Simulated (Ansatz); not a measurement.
CH4BeO (SMILES [CH3][Be][OH]) moved off its minimum; all values from Ansatz (a first-principles code), cores frozen in correlated methods.
(charge 0, multiplicity 1)
```xyz
7

Be    -0.02910    -0.07601     0.15346
C      0.96518     0.47487    -1.10040
H      1.96324    -0.05251    -1.07719
H      1.22145     1.54874    -0.98886
H      0.51896     0.34040    -2.09180
O     -0.94895    -0.53095     1.04365
H     -1.87080    -0.46437     1.32884
```

| level | largest force (eV/Å) | on atom | rms difference from CCSD(T)/cc-pVTZ (eV/Å) | dipole (D) |
|---|---|---|---|---|
| HF/def2-TZVPP | 3.66 | O6 | 0.355 | 1.20 |
| PBE/def2-TZVPP | 2.64 | O6 | 0.158 | 1.21 |
| r2SCAN/def2-TZVPP | 2.85 | O6 | 0.057 | 1.20 |
| B3LYP/def2-TZVPP | 2.74 | O6 | 0.043 | 1.23 |
| wB97M-V/def2-TZVPP | 2.89 | O6 | 0.051 | 1.23 |
| MP2/cc-pVTZ | 2.92 | O6 | 0.065 | 1.27 |
| CCSD(T)/cc-pVTZ | 2.87 | O6 | 0.000 | 1.26 |

The differences count from one level among others, with limits of its own. Forces at CCSD(T)/cc-pVTZ (eV/Å):

```
atom      Fx      Fy      Fz
----  ------  ------  ------
Be1    0.941   0.684  -1.456
C2     1.253   0.090   0.242
H3    -0.894   0.360  -0.197
H4    -0.213  -0.399  -0.080
H5     0.097  -0.046   0.087
O6    -2.212  -0.628   1.721
H7     1.028  -0.061  -0.316
```
